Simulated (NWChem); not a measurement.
System: C$_{3}$H$_{8}$Si; SMILES [SiH3]C(C)=C

NWChem input:

```
start job
memory heap 200 mb stack 700 mb global 900 mb
geometry units angstroms noautosym nocenter noautoz
  C      1.297899     1.114984     0.000000
  C      0.096601     0.519239     0.000000
  C     -1.185707     1.303023     0.000000
  Si    -0.007181    -1.359380     0.000000
  H      2.232122     0.544675     0.000000
  H      1.394543     2.208356     0.000000
  H     -1.801442     1.061840     0.883023
  H     -1.000646     2.388530     0.000000
  H     -1.801442     1.061840    -0.883023
  H      1.366323    -1.946893     0.000000
  H     -0.752312    -1.845770    -1.204887
  H     -0.752312    -1.845770     1.204887
end
basis spherical
  C library 6-31g*
  Si library 6-31g*
  H library 6-31g*
end
dft
  xc xpbe96 cpbe96
  iterations 150
end
cosmo
  do_cosmo_smd true
  solvent propanol
end
task dft energy
```

NWChem printed, in part:

```
             Northwest Computational Chemistry Package (NWChem) 7.3.0
             --------------------------------------------------------

                             Geometry "geometry" -> ""
                             -------------------------

 Output coordinates in angstroms (scale by  1.889725989 to convert to a.u.)

  No.       Tag          Charge          X              Y              Z
 ---- ---------------- ---------- -------------- -------------- --------------
    1 C                    6.0000     1.29789900     1.11498400     0.00000000
    2 C                    6.0000     0.09660100     0.51923900     0.00000000
    3 C                    6.0000    -1.18570700     1.30302300     0.00000000
    4 Si                  14.0000    -0.00718100    -1.35938000     0.00000000
    5 H                    1.0000     2.23212200     0.54467500     0.00000000
    6 H                    1.0000     1.39454300     2.20835600     0.00000000
    7 H                    1.0000    -1.80144200     1.06184000     0.88302300
    8 H                    1.0000    -1.00064600     2.38853000     0.00000000
    9 H                    1.0000    -1.80144200     1.06184000    -0.88302300
   10 H                    1.0000     1.36632300    -1.94689300     0.00000000
   11 H                    1.0000    -0.75231200    -1.84577000    -1.20488700
   12 H                    1.0000    -0.75231200    -1.84577000     1.20488700

 Effective nuclear repulsion energy (a.u.)     155.8470392482

  pbe96 is a nonlocal functional; adding pw91lda local functional.

                                 NWChem DFT Module
                                 -----------------

 Summary of "ao basis" -> "ao basis" (spherical)
 ------------------------------------------------------------------------------
       Tag                 Description            Shells   Functions and Types
 ---------------- ------------------------------  ------  ---------------------
 C                           6-31g*                  6       14   3s2p1d
 Si                          6-31g*                  8       18   4s3p1d
 H                           6-31g*                  2        2   2s

 in cosmo_initialize ...
 calling solv_data for solv:propanol

[...]

                                COSMO-SMD solvation results
                                ---------------------------

             internal energy in gas <Psi(g)|H|Psi(g)> =      -408.242416798286
         internal energy in solvent <Psi(s)|H|Psi(s)> =      -408.242177195512
                               delta internal energy  =         0.000239602774 (    0.15 kcal/mol)
   total free energy in solvent <Psi(s)|H+V/2|Psi(s)> =      -408.244860287856
 polarization energy contribution <Psi(s)|V/2|Psi(s)> =        -0.002683092344 (   -1.68 kcal/mol)
    total free energy in solvent including G(SMD-CDS) =      -408.244187756380
                       G(SMD-CDS) energy contribution =         0.000672531476 (    0.42 kcal/mol)
     1 M fixed-concentration free energy of solvation =        -0.001770958094 (   -1.11 kcal/mol)

                       DFT Final Molecular Orbital Analysis
                       ------------------------------------

 Vector   18  Occ=2.000000D+00  E=-3.015782D-01
              MO Center=  4.3D-01, -1.5D+00, -1.2D-09, r^2= 2.9D+00
   Bfn.  Coefficient  Atom+Function         Bfn.  Coefficient  Atom+Function
  ----- ------------  ---------------      ----- ------------  ---------------
    49      0.391342   4 Si px               72      0.304481  10 H  s
    71      0.275395  10 H  s                45     -0.163323   4 Si px
    74     -0.148084  11 H  s                76     -0.148084  12 H  s
    73     -0.134810  11 H  s                75     -0.134810  12 H  s
    32     -0.103443   3 C  py                4      0.097121   1 C  py

 Vector   19  Occ=2.000000D+00  E=-2.656859D-01
              MO Center=  1.3D-01,  2.7D-01, -2.2D-09, r^2= 3.5D+00
   Bfn.  Coefficient  Atom+Function         Bfn.  Coefficient  Atom+Function
  ----- ------------  ---------------      ----- ------------  ---------------
    18      0.373607   2 C  py               50     -0.359283   4 Si py
    32     -0.195746   3 C  py               64     -0.190817   6 H  s
     4     -0.189296   1 C  py               68     -0.159504   8 H  s
    63     -0.147919   6 H  s                46      0.144753   4 Si py
    20     -0.135644   2 C  s                62      0.129952   5 H  s

 Vector   20  Occ=2.000000D+00  E=-2.300743D-01
              MO Center=  4.4D-01,  7.0D-01,  3.0D-09, r^2= 2.6D+00
   Bfn.  Coefficient  Atom+Function         Bfn.  Coefficient  Atom+Function
  ----- ------------  ---------------      ----- ------------  ---------------
     5      0.393653   1 C  pz               19      0.353001   2 C  pz
     9      0.293747   1 C  pz               23      0.229126   2 C  pz
    74      0.147772  11 H  s                76     -0.147772  12 H  s
    66     -0.131967   7 H  s                70      0.131967   9 H  s
    33     -0.129734   3 C  pz               65     -0.100044   7 H  s

 Vector   21  Occ=0.000000D+00  E=-3.267972D-02
              MO Center=  5.7D-01,  5.7D-01, -2.1D-09, r^2= 2.8D+00
   Bfn.  Coefficient  Atom+Function         Bfn.  Coefficient  Atom+Function
  ----- ------------  ---------------      ----- ------------  ---------------
     9      0.565649   1 C  pz               23     -0.499964   2 C  pz
     5      0.427808   1 C  pz               19     -0.380869   2 C  pz
    74     -0.275293  11 H  s                76      0.275293  12 H  s
    55     -0.227451   4 Si pz               51     -0.171464   4 Si pz
    66      0.142251   7 H  s                70     -0.142251   9 H  s

[...]
```

Level: PBE/6-31G* (spherical d), SMD on the gas-phase geometry. Geometry: optimised at PBE0/def2-SVP. Solvent: 1-propanol.
